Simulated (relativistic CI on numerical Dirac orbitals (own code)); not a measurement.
## W4+: N6,7 absorption edge

Computed with this model: Dirac-Coulomb-Breit CI, KLI orbitals optimised for each configuration, model QED (radiative potential, 1s self-energy scaled to tabulated hydrogen-like ionisation energies), valence Slater integrals scaled by 0.8, multiplet model of core-to-valence dipole absorption; configurations [Xe] 4f14 5d2 → [Xe] 4f13 5d3; 80 K; Lorentzian 0.3 eV and Gaussian 0.3 eV FWHM. Energies are those of the free ion, without screening or charge transfer. The branching ratio is the share of the lower-energy edge in the whole absorption, uncertain by about 0.02 where the edges overlap. S is read from ⟨S²⟩ = S(S + 1).

Field parameters in Wybourne normalisation: Oh B⁴₀ = 21Dq, B⁴₄ = √(5/14) B⁴₀. The field is a parameter set, without covalency.

Computed curve for free ion, scaled to 100 at the maximum (points under 2 are left out and the grid is thinned):

```
Energy (eV)  Intensity
       32.4        2.3
       32.6        2.9
       32.7        2.9
       32.9        3.2
       33.1        5.1
       33.2        6.5
       33.4        7.9
       33.6        7.8
       33.8       11.8
       33.9       14.5
       34.1       16.1
       34.3       15.8
       34.4       17.6
       34.6       26.7
       34.8       30.0
       34.9       29.5
       35.1       34.6
       35.3       42.9
       35.4       47.9
       35.6       65.1
       35.8       90.4
       36.0       99.7
       36.1       88.4
       36.3       64.2
       36.5       64.4
       36.6       62.5
       36.8       48.2
       37.0       45.1
       37.1       47.9
       37.3       43.2
       37.5       25.8
       37.6       19.2
       37.8       11.2
       38.0        7.1
       38.2        5.0
       38.3        4.4
       38.5        3.2
       38.7        2.4
       38.8        2.3
       39.0        2.0
```

The ground state has S = 0.95, and the centroid lies at 35.98 eV.
